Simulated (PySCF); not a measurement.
Computed shifts of a molecule C2H11NSi2, PBE0/pcSseg-1 run with PySCF, GIAO, gas phase, equivalent atoms averaged, in ppm (number of nuclei): ²⁹Si: -6.7 (1), -56.3 (1). ¹³C: 4.5 (1), -1.6 (1). ¹⁵N: 7.7 (1). ¹H: 5.20 (1), 4.91 (3), 0.68 (3), 0.48 (3), -0.22 (1). References: ²⁹Si against TMS (σ = 352.7 ppm); ¹³C against TMS (σ = 186.3 ppm); ¹⁵N against NH3 (σ = 267.4 ppm); ¹H against TMS (σ = 31.56 ppm), references at their B3LYP-D3(BJ)/def2-TZVP geometries, non-relativistic. Geometry optimised at B3LYP-D3(BJ)/def2-SVP. Other conformers were not sampled.

Which molecule gave these data?
(A) C[Si@@H](N)C[SiH3]
(B) C[SiH](C)[SiH2]N
(C) C[SiH](C)N[SiH3]
(D) C[Si@@H]([SiH3])CN

C, C[SiH](C)N[SiH3]
